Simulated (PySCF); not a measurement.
C₃H₁₁AlOSi.
Structure used (PBE0-D3(BJ)/def2-SVP), in Å, numbered top down from 1:
```
atom  x, y, z in Å
C1     0.432    1.450   -1.410
Si2   -0.223    0.120   -0.263
C3    -1.396    0.862    0.999
C4    -1.088   -1.222   -1.247
O5     1.060   -0.559    0.550
Al6    2.356   -1.249    1.392
H7     1.151    1.029   -2.130
H8    -0.383    1.921   -1.983
H9     0.947    2.241   -0.841
H10   -1.774    0.090    1.687
H11   -2.264    1.330    0.508
H12   -0.891    1.635    1.599
H13   -1.466   -2.014   -0.582
H14   -0.398   -1.688   -1.968
H15   -1.943   -0.816   -1.811
H16    3.599   -0.333    1.752
H17    2.275   -2.783    1.785
```

Level of theory: TDDFT wB97X-D/def2-SVPD, vertical, gas phase, core orbitals frozen in the response in PySCF 2.14.0, density-fitted response routines.

Frontier orbitals with the atoms that hold most of them (Löwdin shares over 4%, at most four atoms; ? is withheld):

```json
{"orbital": "LUMO+2", "ε (eV)": "2.08", "atoms": "Al6 51%, H16 11%, H17 11%, O5 8%"}
{"orbital": "LUMO+1", "ε (eV)": "1.50", "atoms": "Al6 63%, Si2 6%"}
{"orbital": "LUMO", "ε (eV)": "?", "atoms": "Al6 61%, O5 15%, H16 11%, H17 11%"}
{"orbital": "HOMO", "ε (eV)": "-9.66", "atoms": "?"}
{"orbital": "HOMO-1", "ε (eV)": "-9.99", "atoms": "?"}
{"orbital": "HOMO-2", "ε (eV)": "-10.42", "atoms": "Al6 22%, H16 16%, H17 16%, C4 12%"}
{"orbital": "HOMO-3", "ε (eV)": "-11.74", "atoms": "O5 52%, C3 11%, Si2 6%, C1 6%"}
```

Problem. Which atoms hold the HOMO-1, and with what shares?

Solution. C3 (bonded to Si and 3 H) 29%; O5 (bonded to Al and Si) 21%; Si2 (bonded to 3 C and O) 17%; C1 (bonded to Si and 3 H) 10%. By element: carbon 38% or more, oxygen 21%, silicon 17%.

Problem. Give the leading atoms of the HOMO.

Solution. O5 (bonded to Al and Si) 25%; Al6 (bonded to O and 2 H) 14%; C4 (bonded to Si and 3 H) 12%; C1 (bonded to Si and 3 H) 11%. By element: oxygen 25%, carbon 24% or more, aluminium 14%.

Problem. What is the LUMO energy, and the HOMO–LUMO gap?

Solution. ε(LUMO) = 0.73 eV; the gap is 10.39 eV (0.3817 hartree).

Problem. The HOMO–LUMO gap is 10.39 eV. Where does the response calculation put the lowest singlet, and from which orbitals?

Solution. S1 is at 5.64 eV (f = 0.0001), 4.75 eV below the gap, made of HOMO→LUMO (72%), HOMO-2→LUMO (27%). Without the coupling terms of the response equations the lowest excitation would equal the gap.

Problem. Give energy, strength and leading configuration of S1 and S3, and follow the Löwdin shares of the leading atoms from the occupied to the empty orbital.

Solution. 
- S1 (5.64 eV, f 0.0001), HOMO→LUMO (72%): O5 25% → 15%, Al6 14% → 61%
- S3 (7.05 eV, f 0.091), HOMO-1→LUMO (83%): C3 29% → at most 2%, O5 21% → 15%, Al6 at most 10% → 61%
